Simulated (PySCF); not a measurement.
N (nitrogen, neutral) across methods

[He] 2s2 2p3, high-spin 4S determinant. All numbers are calculated (PySCF 2.14, the spin-free X2C one-electron Hamiltonian (Gaussian nucleus), in aug-cc-pVDZ-DK (4s3p2d, 23 functions)).

| method | E (hartree) | mean ε 2s α (eV) | mean ε 2s β (eV) | mean ε 2p α (eV) | Σ⟨r²⟩ (bohr²) | ⟨S²⟩ |
| --- | --- | --- | --- | --- | --- | --- |
| M06-2X | -54.6089 | -25.020 | -18.761 | -11.692 | 12.37 | 3.754 |
| PBE | -54.5526 | -19.939 | -15.358 | -8.288 | 12.62 | 3.752 |
| wB97X | -54.6116 | -25.636 | -19.638 | -12.705 | 12.40 | 3.756 |
| PBE0 | -54.5643 | -23.013 | -16.903 | -10.207 | 12.41 | 3.753 |
| LDA | -54.1495 | -19.688 | -15.332 | -8.375 | 12.66 | 3.753 |
| r2SCAN | -54.6007 | -21.467 | -15.317 | -8.897 | 12.36 | 3.754 |
| BLYP | -54.6089 | -19.622 | -15.531 | -8.062 | 12.65 | 3.753 |
| r2SCANh | -54.6009 | -22.504 | -15.910 | -9.602 | 12.32 | 3.754 |
| UHF | -54.42233 | -31.731 | -19.905 | -15.517 | 12.16 | 3.757 |
